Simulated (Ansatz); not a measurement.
Gas-phase electronic energies from Ansatz, PBE0-D4/def2-TZVP geometries. CBS: MP2 limit from def2 TZ/QZ plus the TZ coupled-cluster correction, frozen cores. DFT in def2-TZVPP. B3LYP here is the variant with VWN-RPA as its local correlation; programs differ in this. For Ge outer-core shells are correlated without core-valence functions, which leaves a few kJ/mol of doubt a bond. Scalar relativity is left out up to krypton. Each species was taken in one conformer, which may not be the lowest.

Reaction (redistribution): `NB(F)[O][GeH3]` + `C[SiH2]BN` → `N[BH][GeH3]` + `C[SiH2]OB(N)F`

`NB(F)[O][GeH3]`:

Z-matrix (Å, degrees):
```
Ge
O 1 1.790
H 1 1.535 2 108.9
H 1 1.532 2 104.0 3 119.1
H 1 1.535 2 108.9 3 -121.8
B 2 1.355 1 124.6 3 60.9
F 6 1.352 2 119.6 1 -0.0
N 6 1.401 2 122.1 1 180.0
H 8 1.003 6 122.5 2 -180.0
H 8 1.003 6 122.1 2 -0.0
```

`C[SiH2]BN`:

Z-matrix (Å, degrees):
```
C
Si 1 1.882
H 1 1.093 2 110.9
H 1 1.092 2 111.2 3 120.3
H 1 1.093 2 110.5 3 -119.6
B 2 2.017 1 112.5 3 61.1
H 2 1.498 1 109.0 3 -61.8
H 2 1.495 1 108.6 3 -177.2
N 6 1.387 2 121.0 1 -124.9
H 6 1.201 2 121.9 1 54.9
H 9 1.007 6 123.3 2 -0.2
H 9 1.007 6 123.4 2 -179.6
```

`N[BH][GeH3]`:

Z-matrix (Å, degrees):
```
Ge
B 1 2.064
H 1 1.542 2 112.0
H 1 1.546 2 112.0 3 -120.2
H 1 1.542 2 112.0 3 119.6
N 2 1.384 1 120.3 3 119.8
H 2 1.198 1 121.6 3 -60.2
H 6 1.008 2 123.0 1 -180.0
H 6 1.007 2 123.6 1 0.0
```

`C[SiH2]OB(N)F`:

```xyz
13

C    -1.612    0.611   -1.700
Si   -0.677   -0.678   -0.745
O     0.305    0.113    0.326
B     1.189   -0.326    1.261
N     1.915    0.563    2.060
F     1.377   -1.648    1.428
H    -0.927    1.267   -2.242
H    -2.219    1.226   -1.032
H    -2.278    0.138   -2.426
H    -1.611   -1.565   -0.003
H     0.152   -1.511   -1.657
H     2.570    0.253    2.753
H     1.816    1.558    1.979
```

| level | ΔE (kcal/mol) |
| --- | --- |
| PBE0-D4 | -19.7 |
| ωB97X-V | -19.5 |
| ωB97M-V | -20.9 |
| PBE0 | -19.7 |
| B3LYP | -20.5 |
| CCSD(T)/def2-TZVPP | -19.9 |
| MP2/CBS(def2) | -22.0 |
| CCSD/CBS(def2) | -21.7 |

Task: What does CCSD(T)/CBS give? (Estimate.)

Result: Ansatz gave: -21.3 kcal/mol. The listed levels differ from it by 1.6, 1.8, 0.4, 1.6, 0.8, 1.4, -0.7, -0.4 kcal/mol.

Largest T1 diagnostic among the species: 0.013.

From PBE to PBE0 (25 % exact exchange), in def2-TZVPP and without D4, ΔE moves by −0.9 kcal/mol.
